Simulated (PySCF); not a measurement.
CCl2, SMILES Cl[C]Cl (connectivity only; charge and spin as stated), neutral, multiplicity 1.

Geometry optimised at PBE0-D3(BJ)/def2-TZVP. The isomer is the one that the SMILES or the coordinates give; other isomers of the formula were not compared.

Calculation: TDA-B3LYP/def2-TZVPD (PySCF).

Vertical excitations. Isolated molecule, no solvent. State labels are in the subgroup C2v.

```json
[
 {"state": "S1", "symmetry": "B1", "energy (eV)": "2.57", "λ (nm)": "483", "f": "0.004", "main pairs": "HOMO→LUMO 99 %"},
 {"state": "S2", "symmetry": "A2", "energy (eV)": "4.19", "λ (nm)": "296", "f": "0.000", "main pairs": "HOMO−1→LUMO 100 %"},
 {"state": "S3", "symmetry": "A1", "energy (eV)": "5.48", "λ (nm)": "226", "f": "0.020", "main pairs": "HOMO→LUMO+1 94 %"},
 {"state": "S4", "symmetry": "B2", "energy (eV)": "5.67", "λ (nm)": "219", "f": "0.061", "main pairs": "HOMO−2→LUMO 82 %"},
 {"state": "S5", "symmetry": "B1", "energy (eV)": "6.53", "λ (nm)": "190", "f": "0.003", "main pairs": "HOMO−3→LUMO 99 %"},
 {"state": "S6", "symmetry": "A1", "energy (eV)": "6.81", "λ (nm)": "182", "f": "0.010", "main pairs": "HOMO→LUMO+3 94 %"},
 {"state": "S7", "symmetry": "B2", "energy (eV)": "6.92", "λ (nm)": "179", "f": "0.119", "main pairs": "HOMO→LUMO+2 79 %, HOMO−1→LUMO+1 14 %"},
 {"state": "S8", "symmetry": "B2", "energy (eV)": "7.50", "λ (nm)": "165", "f": "0.014", "main pairs": "HOMO−1→LUMO+1 49 %, HOMO→LUMO+6 39 %"},
 {"state": "S9", "symmetry": "A1", "energy (eV)": "7.50", "λ (nm)": "165", "f": "0.152", "main pairs": "HOMO→LUMO+5 64 %, HOMO−4→LUMO 26 %"},
 {"state": "S10", "symmetry": "B1", "energy (eV)": "7.51", "λ (nm)": "165", "f": "0.031", "main pairs": "HOMO→LUMO+4 100 %"},
 {"state": "T1", "symmetry": "B1", "energy (eV)": "1.07", "λ (nm)": "1158", "f": "0", "main pairs": "HOMO→LUMO 98 %"},
 {"state": "T2", "symmetry": "A2", "energy (eV)": "3.95", "λ (nm)": "314", "f": "0", "main pairs": "HOMO−1→LUMO 100 %"},
 {"state": "T3", "symmetry": "B2", "energy (eV)": "4.38", "λ (nm)": "283", "f": "0", "main pairs": "HOMO−2→LUMO 100 %"},
 {"state": "T4", "symmetry": "A1", "energy (eV)": "4.89", "λ (nm)": "254", "f": "0", "main pairs": "HOMO→LUMO+1 96 %"}
]
```
Triplets are in the Tamm–Dancoff approximation.
